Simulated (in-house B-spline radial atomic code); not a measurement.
Values are calculated unless marked as measured or tabulated.
## Making a Troullier-Martins p channel for Cu, r_c = 0.7 bohr

Cu, [Ar] 3d10 4s1, non-relativistic PBE, spherical and spin-unpolarised, from a B-spline radial code for spherical atoms (atomic units). The all-electron 3p level is ε = -2.612996 hartree, its outermost node lies just inside 0.27 bohr and its outer maximum at 0.62 bohr.

Inside r_c the pseudo-orbital is u(r) = r^2 exp(p(r)), with p = c0 + c2 r² + c4 r⁴ + … + c12 r¹². The seven coefficients follow from p and its first four derivatives at r_c, from zero curvature of the screened potential at the origin, c4 = −c2²/(2l + 5), and from the norm inside r_c. At r_c the all-electron orbital has P = 1.211413, P' = -0.7199617, the screened potential V = -7.606265, V' = 25.50031, V'' = -109.8171, and the norm inside is Q = 0.4806757.

(1) What are p, p' and p'' at r_c?

For a trial c2 the five matching conditions are linear in c0, c6, c8, c10 and c12, and c2 is varied until the norm inside r_c equals Q. The root nearest zero gives:

| n | c_n |
| --- | --- |
| 0 | 2.015152 |
| 2 | -1.555757 |
| 4 | -0.3457685 |
| 6 | -13.17824 |
| 8 | 40.43621 |
| 10 | -46.7054 |
| 12 | 19.79415 |

(2) Check c4 and p(r_c), and find the screened pseudopotential at the origin.

Orbitals and screened potentials:

| r (bohr) | P | u | V all-electron | V pseudo |
| --- | --- | --- | --- | --- |
| 0.07 | -0.4731 | 0.03648 | -320.5 | -10.4 |
| 0.175 | -0.5301 | 0.2189 | -94.75 | -10.67 |
| 0.28 | 0.1233 | 0.5169 | -45.69 | -11.71 |
| 0.385 | 0.7446 | 0.8533 | -26.13 | -13.16 |
| 0.49 | 1.108 | 1.12 | -16.56 | -13.24 |
| 0.595 | 1.236 | 1.237 | -11.01 | -10.8 |
| 0.7 | 1.211 | 1.211 | -7.606 | -7.606 |

Logarithmic derivatives P'/P at R = 1.0 bohr, for energies E around ε:

```
E − ε (hartree)  all-electron    pseudo
           -0.5     -0.654408   -0.6549
          -0.25      -1.09508  -1.09522
           -0.1      -1.39688  -1.39689
              0      -1.61693  -1.61691
            0.1      -1.85438  -1.85439
           0.25      -2.24853  -2.24876
            0.5      -3.03375   -3.0351
```

(3) With P(R) = 0.8419573 and a norm of 0.8094895 inside R, what slope in energy does norm conservation fix?

## Answers

(1) p = ln(P/r_c^2) = ln(1.211413/0.49) = 0.90514. p' = P'/P − 2/r_c = -0.59432 − 2.85714 = -3.45146. The radial equation gives p'' = 2(V − ε) − 2(2) p'/r_c − p'² = -9.98654 − (-19.72262) − 11.91257 = -2.17648. Differentiating, p''' = 2V' + 2(2)p'/r_c² − 2(2)p''/r_c − 2p'p'' = 20.238, and p'''' = 2V'' − 4(2)p'/r_c³ + 4(2)p''/r_c² − 2(2)p'''/r_c − 2p''² − 2p'p''' = -160.09.

(2) −c2²/7 = -0.345768, as listed. The terms c_n r_c^n are 2.01515, -0.76232, -0.08302, -1.55041, 2.33107, -1.31931, 0.27398, which sum to 0.90514. Inverting the radial equation, V_l(r) = ε + 2 p'/r + (p'' + p'²)/2, so V_l(0) = ε + (2l + 3) c2 = -2.612996 + 5 × (-1.55576) = -10.3918 hartree, finite where the all-electron potential diverges.

(3) d(P'/P)/dE = −2 × (norm inside R)/P(R)² = -2.2838 per hartree·bohr at E = ε, for both atoms, since orbital and norm agree at R. Differences over ±0.1 hartree give -2.2875 (all-electron) and -2.2875 (pseudo), which also hold third-order terms. Half a hartree below ε the two curves differ by -0.0005.
